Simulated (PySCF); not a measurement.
A GIAO shielding run with PySCF (density fitting, non-relativistic, gas phase) on `C[Si](C)(Cl)[Si](C)(C)Cl`, C$_{4}$H$_{12}$Cl$_{2}$Si$_{2}$:

```
{"job": {"kind": "nmr", "xc": "PBE0", "basis": "6-311+G(2d,p)", "pop": true}, "charge": 0, "multiplicity": 1}
C      1.817946     1.417265    -0.437887
Si     1.169316    -0.327698    -0.209024
C      2.008481    -1.190844     1.221682
Cl     1.599603    -1.399728    -1.961773
Si    -1.167048    -0.427956    -0.042951
C     -1.957931    -0.215624    -1.724536
C     -1.871575     0.766717     1.218457
Cl    -1.588932    -2.371524     0.629257
H      1.348525     1.910572    -1.302116
H      2.907133     1.403370    -0.601542
H      1.612712     2.020693     0.461328
H      1.619771    -2.214429     1.327037
H      3.098091    -1.238046     1.070595
H      1.809463    -0.649452     2.160854
H     -1.793752     0.808876    -2.096127
H     -3.041932    -0.402418    -1.679682
H     -1.505571    -0.916708    -2.441480
H     -1.423316     0.608971     2.210917
H     -1.677344     1.806840     0.910188
H     -2.960767     0.631271     1.309696
```

Hardware: 1 thread of an Arm Neoverse V1, shared host. The job also computes population analyses, field gradients.

Q: How large is the calculation?

A: 98 electrons, 320 basis functions and 1176 auxiliary functions.

Q: How long does it take?

A: 100 s of wall time, with 12 SCF cycles and 4 response iterations. Times on a shared host scatter by some tens of per cent.

Q: And these other runs on the same molecule and hardware: GIAO shielding at PBE0/pcSseg-1; GIAO shielding at PBE0/aug-cc-pVDZ; GIAO shielding at PBE0/cc-pVDZ; GIAO shielding at PBE0/def2-SVP; GIAO shielding at PBE0/pcSseg-0; GIAO shielding at KT2/pcSseg-1?

A: PBE0/pcSseg-1: 224 functions, 58 s; PBE0/aug-cc-pVDZ: 308 functions, 110 s; PBE0/cc-pVDZ: 188 functions, 54 s; PBE0/def2-SVP: 188 functions, 51 s; PBE0/pcSseg-0: 112 functions, 20 s; KT2/pcSseg-1: 224 functions, 62 s.
